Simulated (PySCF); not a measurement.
Geometries of 2 isomers of C5H7NO, from PBE0-D3(BJ)/def2-SVP geometry optimisation, gas phase in PySCF 2.14.0. One conformer each, no zero-point energy, no frequencies.

Question: Which is lower in electronic energy at this level?
A.
```xyz
14
angstrom
C     -1.157   -2.081    0.154
C     -0.979   -0.961   -0.557
C     -0.086    0.162   -0.254
C     -0.022    1.221   -1.085
N      0.664    0.045    0.923
C      1.563    0.929    1.444
O      1.880    1.995    0.976
H     -0.632   -2.298    1.090
H     -1.857   -2.850   -0.180
H     -1.549   -0.832   -1.482
H     -0.648    1.218   -1.979
H      0.631    2.068   -0.886
H      0.527   -0.800    1.460
H      1.995    0.541    2.398
```
B.
```xyz
14
angstrom
C      2.945    0.460    0.132
C      1.604   -0.105    0.142
C      0.495   -0.596    0.157
C     -0.850   -1.153    0.183
C     -2.011   -0.153    0.120
N     -1.672    1.104   -0.243
O     -3.144   -0.510    0.354
H      3.262    0.723   -0.889
H      3.675   -0.259    0.534
H      3.000    1.371    0.748
H     -0.998   -1.846   -0.662
H     -1.016   -1.752    1.092
H     -0.702    1.364   -0.368
H     -2.399    1.805   -0.290
```

Answer: A. That is `C=CC(=C)NC=O`, 4.5 kcal/mol below the other.

```tsv
SMILES	atoms numbered as above	E (Eh)	relative (kcal/mol)	relative (kJ/mol)	dipole (D)
C=CC(=C)NC=O	[CH2:1]=[CH:2][C:3](=[CH2:4])[NH:5][CH:6]=[O:7]	-324.08540	0.0	0.0	3.49
CC#CCC(N)=O	[CH3:1][C:2]#[C:3][CH2:4][C:5]([NH2:6])=[O:7]	-324.07823	4.5	18.8	4.21
```

As drawn, the lower has a C=C bond outside aromatic rings, which the higher lacks; the higher has a C≡C bond, which the lower lacks.
